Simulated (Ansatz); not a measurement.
Stepwise reaction of `[Br][SnH2][Br]` with hydrogen fluoride, as a gas-phase model of exchange steps in deposition or etching. ΔE in kJ/mol; ΔG adds harmonic PBE0-D4 terms to CCSD(T)/CBS, at 1 bar.

Calculated with Ansatz (gas phase, PBE0-D4/def2-TZVP geometries, no zero-point term in ΔE). CCSD(T)/CBS adds triple-zeta CCSD(T) − MP2 to the extrapolated MP2 energy (def2 sets, frozen cores). This one scheme is used for every species. Functionals use def2-TZVPP. B3LYP here is the variant with VWN-RPA as its local correlation; programs differ in this. Elements past krypton have def2 core potentials. For Br, Sn outer-core shells are correlated without core-valence functions, which leaves a few kJ/mol of doubt a bond. Scalar relativity is left out up to krypton.

| step | reaction | PBE-D4 | B3LYP-D4 | ωB97M-V | CCSD(T)/CBS | ΔG(600 K) |
| --- | --- | --- | --- | --- | --- | --- |
| 2 | `[F][SnH]([Br])[Br]` + H–F → `[F][Sn]([F])([Br])[Br]` + H₂ | -24.0 | -24.6 | -20.7 | -20.6 | -14.8 |

Q: Give the row of step 1, `[Br][SnH2][Br]` + H–F → `[F][SnH]([Br])[Br]` + H₂. (Estimate.)

A: Ansatz gave: 
```
step                                            reaction  PBE-D4  B3LYP-D4  ωB97M-V  CCSD(T)/CBS  ΔG(600 K)
   1  `[Br][SnH2][Br]` + H–F → `[F][SnH]([Br])[Br]` + H₂   -36.3     -37.1    -32.3        -31.7      -32.9
```

Q: By hand: ΔE of the 2 steps together at CCSD(T)/CBS.

A: (-31.7) + (-20.6) = -52.3 kJ/mol, or -26.1 kJ/mol a step.

In ΔE each step is higher than the one before. All are downhill at CCSD(T)/CBS. ΔG lies between -32.9 and -14.8 kJ/mol a step. PBE-D4 differs from CCSD(T)/CBS by -4.6 to -3.4 kJ/mol a step. Isolated molecules leave out the surface, adducts and barriers. Largest T1 diagnostic: 0.011.
